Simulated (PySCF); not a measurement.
## Running PySCF for KLi

File input.py (PySCF 2.14):

```python
from pyscf import gto, scf, cc

mol = gto.M(
    atom='K 0 0 0; Li 0 0 3.714',
    basis='jorge-dzp',
    charge=0,
    spin=0,
    verbose=4,
)
mf = scf.RHF(mol)
mf = mf.density_fit(auxbasis='def2-universal-jkfit')
mf.kernel()
mycc = cc.CCSD(mf)
mycc.kernel()
mycc.ccsd_t()
mf.dip_moment()
print('orbital energies (hartree):', mf.mo_energy[..., max(0, mol.nelec[1]-3):mol.nelec[0]+3].round(4))
```

```bash
$ python input.py
```

It prints (some set-up lines and the per-cycle HOMO/LUMO lines with their warnings removed):

```
PySCF version 2.14.0

[INPUT] Symbol           X                Y                Z      unit          X                Y                Z       unit  Magmom
[INPUT]  1 K      0.000000000000   0.000000000000   0.000000000000 AA    0.000000000000   0.000000000000   0.000000000000 Bohr   0.0
[INPUT]  2 Li     0.000000000000   0.000000000000   3.714000000000 AA    0.000000000000   0.000000000000   7.018442826635 Bohr   0.0

nuclear repulsion = 8.12145961831987
number of shells = 22
number of NR pGTOs = 85
number of NR cGTOs = 46
basis = jorge-dzp
ecp = {}

******** <class 'pyscf.df.df_jk.DFRHF'> ********
method = DFRHF
initial guess = minao
damping factor = 0
level_shift factor = 0
DIIS = <class 'pyscf.scf.diis.CDIIS'>
SCF conv_tol = 1e-09
SCF max_cycles = 50
Initial guess from minao.
******** <class 'pyscf.df.df.DF'> ********
auxbasis = def2-universal-jkfit
init E= -606.383983024668
cycle= 1 E= -606.579263671257  delta_E= -0.195  |g|= 0.142  |ddm|= 0.902
cycle= 2 E= -606.580782073341  delta_E= -0.00152  |g|= 0.0267  |ddm|= 0.133
cycle= 3 E= -606.580932073504  delta_E= -0.00015  |g|= 0.00461  |ddm|= 0.0399
cycle= 4 E= -606.580965658264  delta_E= -3.36e-05  |g|= 0.00147  |ddm|= 0.0234
cycle= 5 E= -606.580971249201  delta_E= -5.59e-06  |g|= 0.000158  |ddm|= 0.0145
cycle= 6 E= -606.580971334783  delta_E= -8.56e-08  |g|= 2.85e-05  |ddm|= 0.00239
cycle= 7 E= -606.580971336985  delta_E= -2.2e-09  |g|= 3.28e-06  |ddm|= 0.000424
cycle= 8 E= -606.580971337013  delta_E= -2.83e-11  |g|= 5.69e-07  |ddm|= 3.76e-05
Extra cycle  E= -606.580971337014  delta_E= -1.02e-12  |g|= 2.2e-07  |ddm|= 3.7e-06
converged SCF energy = -606.580971337014

******** <class 'pyscf.cc.dfccsd.RCCSD'> ********
CC2 = 0
CCSD nocc = 11, nmo = 46
max_cycle = 50
direct = 0
conv_tol = 1e-07
conv_tol_normt = 1e-05
Init t2, MP2 energy = -606.764518000997  E_corr(MP2) -0.183546663982886
Init E_corr(RCCSD) = -0.183546663982973
cycle = 1  E_corr(RCCSD) = -0.190945061639845  dE = -0.00739839766  norm(t1,t2) = 0.0631798
cycle = 2  E_corr(RCCSD) = -0.194136720857774  dE = -0.00319165922  norm(t1,t2) = 0.0335163
cycle = 3  E_corr(RCCSD) = -0.196757446709127  dE = -0.00262072585  norm(t1,t2) = 0.0186892
cycle = 4  E_corr(RCCSD) = -0.196821312143493  dE = -6.38654344e-05  norm(t1,t2) = 0.00338332
cycle = 5  E_corr(RCCSD) = -0.196778885829492  dE = 4.2426314e-05  norm(t1,t2) = 0.00174087
cycle = 6  E_corr(RCCSD) = -0.196815096806099  dE = -3.62109766e-05  norm(t1,t2) = 0.000840903
cycle = 7  E_corr(RCCSD) = -0.19679883614036  dE = 1.62606657e-05  norm(t1,t2) = 0.000335053
cycle = 8  E_corr(RCCSD) = -0.196805606859157  dE = -6.7707188e-06  norm(t1,t2) = 0.000147013
cycle = 9  E_corr(RCCSD) = -0.196807296628598  dE = -1.68976944e-06  norm(t1,t2) = 4.66959e-05
cycle = 10  E_corr(RCCSD) = -0.196807069928422  dE = 2.26700176e-07  norm(t1,t2) = 2.18457e-05
cycle = 11  E_corr(RCCSD) = -0.196806841137642  dE = 2.2879078e-07  norm(t1,t2) = 8.62958e-06
cycle = 12  E_corr(RCCSD) = -0.196806878420448  dE = -3.72828052e-08  norm(t1,t2) = 3.0662e-06
RCCSD converged
E(RCCSD) = -606.7777782154344  E_corr = -0.1968068784204475
RCCSD(T) correction = -0.000843567896402667
Dipole moment(X, Y, Z, Debye):  0.00000,  0.00000, -4.53868
orbital energies (hartree): [-0.96   -0.9587 -0.1468  0.0011  0.0365  0.0365]
```

In short: E(SCF) = -606.580971 Eh, 8 cycles, E(CCSD) − E(SCF) = -0.19681 Eh, (T) = -0.00084 Eh, μz(SCF) = -4.54 D.

Wall time 7.4 s on one thread of a shared host.

Stability towards an unrestricted solution was not tested. The bond length is a typed value, not an optimised one.
